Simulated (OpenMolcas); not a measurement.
**Tc3+ in a point-charge field**

Tc3+ among 6 point charges of -1 e arranged as a trigonal prism (D3h), 1.75 Å from the ion, with a polar angle of 42.2° against the regular 49.1°.
```
   1.1761    0.0000    1.2959  -1.00
  -0.5880    1.0185    1.2959  -1.00
  -0.5880   -1.0185    1.2959  -1.00
   1.1761    0.0000   -1.2959  -1.00
  -0.5880    1.0185   -1.2959  -1.00
  -0.5880   -1.0185   -1.2959  -1.00
```

| Quantity | Value |
| --- | --- |
| Program | OpenMolcas |
| Method | CASSCF |
| Basis | ANO-RCC-VDZP [6s5p3d1f] |
| Scalar Hamiltonian | DKH2, point nucleus |
| Active space | 4 electrons in 5 orbitals (4d) |
| State averaging | 2S+1 = 5 even, 5 roots; 2S+1 = 3 even, 45 roots; 2S+1 = 1 even, 50 roots |
| Spin-orbit coupling | state interaction with AMFI integrals over the reference wave functions |

The lowest spin-free states (labels of D3, the rotations of D3h), above the lowest:

```csv
State,Degeneracy,E (cm-1),Free-ion L (%)
5E,2,0.0,D (100)
5A1,1,5323,D (100)
3E,2,9835,G (40)
3A2,1,13547,H (51)
3A1,1,15395,G (51)
3A2,1,15466,G (50)
5E,2,15658,D (100)
3E,2,16134,F (33)
3E,2,17321,H (100)
3E,2,18478,H (58)
1A1,1,18696,G (73)
1E,2,20891,I (67)
3E,2,21291,P (56)
3A2,1,21540,F (87)
3A1,1,21694,F (87)
3E,2,23436,H (72)
1E,2,23512,D (30)
1E,2,24899,I (100)
3A2,1,25521,P (58)
1E,2,25805,G (89)
```

The lowest levels with spin-orbit coupling:

```csv
E (cm-1),Degeneracy,Label,2S+1,g
0.0,2,E,5,0.00 0.00 5.75
70.1,1,A1,5,
353.8,1,A2,5,
493.9,2,E,5,0.00 0.00 2.25
762.0,2,E,5,0.00 0.00 6.01
1079,2,,5,0.00 0.00 9.98
5944,2,E,5,0.00 0.00 7.95
6031,2,E,5,0.00 0.00 3.98
6057,1,A1,5,
9594,1,A2,3,
9595,1,A1,3,
10228,2,E,3,0.00 0.00 3.99
11219,2,E,3,0.00 0.00 0.03
13682,1,A1,3,
14239,2,E,3,0.00 0.00 3.98
15101,1,A2,5,
15102,1,A1,5 (86 %),
15610,2,E,3,0.00 0.00 9.89
15711,2,E,5,0.00 0.00 0.13
15924,2,E,3 (86 %),0.00 0.00 5.49
```

Powder χT (cm3 K/mol): 1.06 at 2 K, 1.17 at 10 K, 1.54 at 50 K, 1.67 at 100 K, 1.82 at 200 K, 1.96 at 300 K. The effective moment at 300 K is 2.828 √(χT) = 3.96 μB.

The lowest level has 2S+1 = 5, for which the spin-only value is χT = S(S+1) / 2 = 3.000 cm3 K/mol (g = 2). The computed 1.960 at 300 K differs by -1.040, through orbital momentum, spin-orbit coupling and any other state in reach.

An orbital doublet at a regular site is open to a Jahn-Teller distortion, which this geometry leaves out. Without dynamic correlation the repulsion within the d shell is too large (B by tens of per cent), so at a given field states of lower spin stand too high. This shell can be high or low spin here, a state of another spin lies low, and with metal d orbitals alone active their balance is uncertain, so the ground spin may be wrong. Point charges give a weaker field than real ligands, and real ions of this kind are as a rule low spin; the high spin found here belongs to the model. Point charges carry no covalency, so the field is a model and not that of real ligands. No measured value stands beside these numbers.

With an even number of electrons the g values are those of a degenerate or nearly degenerate non-Kramers pair.
